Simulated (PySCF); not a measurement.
Compound: C5H5O3P.
Cartesian coordinates in Å at the GFN2-xTB level; atoms count from 1:
```
atom  x, y, z in Å
C1    -2.739    0.457    0.442
O2    -1.333    0.581    0.306
C3    -0.694   -0.455   -0.260
O4    -1.237   -1.458   -0.648
C5     0.738   -0.167   -0.324
C6     1.701   -0.992   -0.835
O7     2.930   -0.510   -0.780
C8     2.954    0.711   -0.222
P9     1.446    1.349    0.276
H10   -3.203    0.329   -0.538
H11   -3.082    1.376    0.911
H12   -2.984   -0.407    1.062
H13    1.572   -1.968   -1.267
H14    3.932    1.154   -0.151
```

IAO charges (e) from the PBE0/pcSseg-1 density (PySCF), one withheld:

```tsv
atom	bonded to	charge
C1	O2 H10 H11 H12	-0.2138
O2	C1 C3	-0.3389
C3	O2 O4 C5	?
O4	C3	-0.4719
C5	C3 C6 P9	-0.3243
C6	C5 O7 H13	+0.0663
O7	C6 C8	-0.1884
C8	O7 P9 H14	-0.2278
P9	C8 C5	+0.3374
H10	C1	+0.1530
H11	C1	+0.1650
H12	C1	+0.1529
H13	C6	+0.1914
H14	C8	+0.1811
```

(1) What is the charge on C3?

(2) Add each hydrogen's charge to the atom that carries it.

(3) Across which bond do the charges differ most?

(4) Take the bonds between elements whose Pauling electronegativities differ by more than 0.25. In how many does the more electronegative atom carry the lower charge?

(5) How much positive and how much negative charge does this set hold in all?

## Answers

(1) The charges add up to the total charge, 0. The others sum to -0.5180, which leaves +0.5180 e for C3 (ester carbonyl carbon).

(2) C1 +0.2571, C6 +0.2577, C8 -0.0467. Atoms without hydrogen keep their charges.

(3) C3–O4: +0.5180 on C3 against -0.4719 on O4, a difference of 0.9899 e. The lower charge is on the more electronegative element of the two (Pauling values: O 3.44, C 2.55).

(4) In 11 of 12; it doesn't in O7–C8.

(5) +1.7651 e on 8 atoms and -1.7651 e on 6.

The IAO scheme projects the occupied orbitals on a minimal set of polarised atomic orbitals and counts the electrons in each atom's part of it. Geometry: GFN2-xTB, one conformer, isolated molecule.
